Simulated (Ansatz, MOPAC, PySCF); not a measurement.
Dimer: H2O (SMILES O) (first 3 atoms) with CH2O (SMILES C=O); geometry from B3LYP-D3(BJ)/def2-TZVP, rigid monomers moved along the line of their centres of mass till O1···C4 is 3.24 Å.
(charge 0, multiplicity 1):
```xyz
7

O     -0.1503     0.4376    -0.1146
H      0.4921     0.1685    -0.7793
H     -0.5236    -0.3821     0.2299
C     -0.0119     0.5195     3.1182
O     -0.4158    -0.6010     3.2789
H      1.0676     0.7595     3.1194
H     -0.6940     1.3750     2.9668
```

Interaction energies are E(AB) − E(A) − E(B) at the monomers' geometry in the complex; basis-set methods are counterpoise corrected. Rows marked so take none.

Cores are frozen in the correlated methods. CBS: X⁻³ extrapolation of the correlation energy, Hartree–Fock from the larger set. Rows in 3-21G, 6-31G*, STO-3G carry no dispersion term and start afresh at each structure (6-31G* with six Cartesian d functions). MP2/6-31G* freezes PySCF's default core. The state that PM3 reach isn't checked.

The values were computed with Ansatz (a quantum-chemistry and plane-wave program); MOPAC for PM3 (differences of heats of formation); PySCF for 3-21G rows, 6-31G* rows, STO-3G rows, the dispersion terms. Values without a source in brackets are computed.

Other levels give for the interaction energy: PBE/def2-TZVPPD -91.5; B3LYP/def2-TZVPPD -78.3; B3LYP-D3(BJ)/def2-TZVPPD -110.5; wB97M-V/def2-TZVPPD -110.9; CCSD(T)/CBS(aug-cc-pVDZ, aug-cc-pVTZ) -109.0 meV.

Question: What do these common cheap choices give for the same quantity: PM3, HF/STO-3G (no counterpoise), HF/3-21G (no counterpoise), HF/6-31G*, HF/6-31G* (no counterpoise), B3LYP/3-21G (no counterpoise), M06-2X/6-31G* (no counterpoise), MP2/6-31G* (no counterpoise)?

Answer: PM3 -42.9; HF/STO-3G (no counterpoise) -34.5; HF/3-21G (no counterpoise) -143.7; HF/6-31G* -99.9; HF/6-31G* (no counterpoise) -133.1; B3LYP/3-21G (no counterpoise) -146.0; M06-2X/6-31G* (no counterpoise) -151.5; MP2/6-31G* (no counterpoise) -138.5 meV. They span -151.5 to -34.5 meV.
